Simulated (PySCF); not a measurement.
Mo(NH)(F)3(Cl) (ClF₃HMoN), SMILES [NH]=[Mo]([F])([F])([F])[Cl], multiplicity 1. The structure is a stationary point at PBE-D3(BJ)/def2-SVP. The multiplicity is an assumed one; no other spin state was optimised. The structure was generated by enumeration; whether it is a known compound was not checked. The def2 effective core potentials stand for the cores of Mo; spin–orbit coupling is left out.

Give the equilibrium geometry at PBE-D3(BJ)/def2-SVP (PySCF confirms it by a frequency run) as Cartesian coordinates in Å, and its point group. (The exact figures need the calculation; the answer reports its results.)

point group Cs.
```xyz
7

Mo     0.2360     0.0439     0.0000
N      0.4774     1.7235     0.0000
H      0.6034     2.7414     0.0000
F      0.2070    -0.3979     1.8131
F      0.2070    -0.3979    -1.8131
F      1.9407    -0.7197     0.0000
Cl    -2.0618    -0.1770     0.0000
```
Charge 0, spin multiplicity 1.
